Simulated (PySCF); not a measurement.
**GeAs: from constants to spectrum**

PW91 constants of GeAs, ²Π (doublet), unpaired electrons π ↑ (Ge def2-TZVPPD, As def2-TZVPPD; no relativity (PySCF 2.14); masses 73.9212 and 74.9216 u):

```
ωe            : 339.1 cm⁻¹
ωexe          : 0.748 cm⁻¹
Be            : 0.08793 cm⁻¹
αe            : 0.000277 cm⁻¹
De to Ge + As : 3.46 eV
```

Question: What force constant and bond length do these constants imply?

Answer: Reduced mass μred = 37.209 u; k = 5.8918×10⁻⁷·μred·ωe² (u, cm⁻¹, mdyn/Å) = 2.52 mdyn/Å; Re = √(16.8576/(μred·Be)) (u, cm⁻¹, Å) = 2.270 Å.

Question: Estimate the centrifugal constant D from the Kratzer relation and find the Dunham coefficient a1.

Answer: D = 4Be³/ωe² = 2.36e-08 cm⁻¹; a1 = −1 − αeωe/(6Be²) = -3.02.

Spin–orbit coupling is left out. The state is the lowest determinant that a PBE0 search found; another state may lie lower at other levels.
